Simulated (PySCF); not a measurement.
SnHBr, SMILES [Br][SnH] (connectivity only; charge and spin as stated), neutral, multiplicity 1.

Geometry optimised at PBE0-D3(BJ)/def2-TZVP. The def2 effective core potentials stand for the cores of Sn; spin–orbit coupling is left out.

Calculation: TDDFT-PBE0/def2-TZVPD (PySCF).

Vertical excitations. The molecule is in vacuum. State labels are in the subgroup Cs.

```csv
state,symmetry,energy (eV),λ (nm),f,main pairs
S1,A",2.58,481,0.011,HOMO→LUMO 100 %
S2,A",4.01,309,0.008,HOMO−1→LUMO 100 %
S3,A',4.38,283,0.012,HOMO−2→LUMO 87 %
S4,A",4.72,263,0.002,HOMO−3→LUMO 100 %
S5,A',4.83,257,0.095,HOMO→LUMO+1 86 %
S6,A',5.99,207,0.117,HOMO→LUMO+2 89 %
S7,A",6.13,202,0.012,HOMO−2→LUMO+1 99 %
S8,A',6.27,198,0.105,HOMO−1→LUMO+1 81 %
S9,A',6.90,180,0.124,HOMO→LUMO+3 88 %
S10,A',7.32,169,0.250,"HOMO−3→LUMO+1 38 %, HOMO−1→LUMO+2 28 %, HOMO→LUMO+6 23 %"
T1,A",1.81,684,0,HOMO→LUMO 96 %
T2,A',3.72,334,0,HOMO−2→LUMO 99 %
T3,A",3.72,333,0,HOMO−1→LUMO 95 %
T4,A',4.06,305,0,HOMO→LUMO+1 96 %
```
Triplets are in the Tamm–Dancoff approximation, which puts them higher than full response would, so one can lie above its singlet here.
